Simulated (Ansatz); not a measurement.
Ideal-gas functions of C2H3FSn (`F[C]1=[CH][SnH2]1`) at 298.15 K and 1 bar, from an Ansatz frequency run at PBE0-D4/def2-TZVP.

Molar mass 164.76 g/mol, point group Cs (symmetry number 1), electronic degeneracy 1, moments of inertia 34.306, 230.643, 256.645 u Å². Harmonic wavenumbers (cm⁻¹, unscaled): 249, 298, 430, 439, 456, 530, 607, 691, 808, 975, 1132, 1658, 1954, 1957, 3208.

Use S(trans) = R[1.5 ln M + 2.5 ln T − 1.1517]; rotational temperatures θ = 24.2544 K / I; S(rot) = R[ln(√π/σ · √(T³/θAθBθC)) + 1.5]; for each mode x = 1.438777 ν̃/T, S = R[x/(eˣ − 1) − ln(1 − e⁻ˣ)] and H = RT x/(eˣ − 1); 1 cm⁻¹ = 0.0119627 kJ/mol; R = 8.31446 J/(mol·K).

Task: By hand: the entropy, in J/(mol·K).

Result: Translation 172.5. Rotation: θ = 0.707, 0.1052, 0.0945 K, giving 108.9. Vibration, mode by mode: 7.27, 5.98, 3.59, 3.47, 3.25, 2.46, 1.83, 1.33, 0.84, 0.43, 0.23, 0.03, 0.01, 0.01, 0.00, in all 30.7. Electronic 0.0. Sum 312.1 J/(mol·K).

Task: By hand: H − E and G − E in kJ/mol, counted from the electronic energy.

Result: Zero-point energy ½ × 15392 × 0.0119627 = 92.1; thermal vibration 6.1; translation, rotation and pV give 4 RT = 9.9. H − E = 108.1 kJ/mol, and G − E = 108.1 − 298.15 × 312.1/1000 = 15.0 kJ/mol.

Vibration gives 10 % of the entropy.
